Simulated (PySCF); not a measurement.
# Calculated NMR parameters of O[Si@H](O[SiH3])n1cccc1

| Item | Value |
| --- | --- |
| Formula | C4H9NO2Si2 |
| SMILES | O[Si@H](O[SiH3])n1cccc1 |
| InChI | InChI=1S/C4H9NO2Si2/c6-9(7-8)5-3-1-2-4-5/h1-4,6,9H,8H3/t9-/m1/s1 |
| Point group of the computed structure | C1 |
| Degrees of unsaturation | 3 |
| Carbon signals | 2 |
| Proton signals | 5 |

Atom-mapped SMILES (the numbers label the heavy atoms): `[OH:1][Si@H:2]([O:3][SiH3:4])[n:5]1[cH:6][cH:7][cH:8][cH:9]1`. Hydrogens are named by the atom that carries them.

Rapidly exchanging positions averaged, relativity neglected, one conformer, gas phase. GIAO PBE0/pcSseg-1 shieldings; GFN2-xTB geometry; PySCF 2.14.0 with density-fitted response routines.

References, each an isolated molecule treated in the same way: ¹H, ¹³C, ²⁹Si against TMS; ¹⁵N against NH3; ¹⁷O vs H2O.

| carbon | δC, type | δH (multiplicity) | HMBC from (2–3 bonds) | span of the C tensor (ppm) |
| --- | --- | --- | --- | --- |
| C6/C9 | 124.0, CH | 6.86 (m) | H(C6)/H(C9), H(C7)/H(C8), H(Si2) | 160 |
| C7/C8 | 117.5, CH | 6.63 (m) | H(C6)/H(C9), H(C7)/H(C8) | 177 |

Other nuclei:
```json
{"atoms": "H(Si4)", "nucleus": "¹H", "environment": "hydrogen on a silicon bonded to O", "δ (ppm)": "5.24", "σ (ppm)": "26.48"}
{"atoms": "H(Si2)", "nucleus": "¹H", "environment": "hydrogen on a silicon bonded to N, 2 O", "δ (ppm)": "5.13", "σ (ppm)": "26.59"}
{"atoms": "H(O1)", "nucleus": "¹H", "environment": "hydrogen on an oxygen bonded to Si", "δ (ppm)": "2.50", "σ (ppm)": "29.21"}
{"atoms": "Si4", "nucleus": "²⁹Si", "environment": "silicon bonded to O, 3 H", "δ (ppm)": "-42.7", "σ (ppm)": "391.9"}
{"atoms": "Si2", "nucleus": "²⁹Si", "environment": "silicon bonded to N, 2 O, H", "δ (ppm)": "-60.5", "σ (ppm)": "409.7"}
{"atoms": "N5", "nucleus": "¹⁵N", "environment": "pyrrole-type ring nitrogen", "δ (ppm)": "187.1", "σ (ppm)": "80.6"}
{"atoms": "O1", "nucleus": "¹⁷O", "environment": "oxygen bonded to Si, H", "δ (ppm)": "54.6", "σ (ppm)": "281.5"}
{"atoms": "O3", "nucleus": "¹⁷O", "environment": "oxygen bonded to 2 Si", "δ (ppm)": "49.9", "σ (ppm)": "286.2"}
```

1. Carbon types of the structure: 4 × CH, leaving 5 H on heteroatoms.
2. δC 124.0: aromatic CH next to a ring nitrogen.
3. δC 117.5: aromatic CH.
4. δH 6.86: hydrogen on an aromatic CH next to a ring nitrogen; aromatic region.
5. δH 6.63: hydrogen on an aromatic CH; the ring current deshields protons in the ring plane.
6. δH 2.50: hydrogen on an oxygen bonded to Si; exchangeable, gas-phase position.

Exchangeable OH/NH protons stand at their gas-phase positions; hydrogen bonding in a real sample shifts them, mostly to higher δ. Shifts are as computed. Against solution values, carbons near 30 ppm lie about +3 ppm off and those near 130 ppm about +5 ppm. Of 1211 compounds with measured shifts, 218 miss one by over three times the rms of a fit or turn the order of signals round; such compounds aren't used in these exercises. Experimental scales use liquid or dissolved standards, which lie at an offset from isolated NH3 (liquid NH3: subtract about 20 ppm) and H2O (liquid H2O: subtract about 36 ppm). Unscaled 15N shifts of sp2 nitrogen come out 20 to 40 ppm too high even then. Multiplicities follow the n + 1 count of equivalent neighbours, as no J values were calculated; m marks all less simple cases, F and P coupling included.
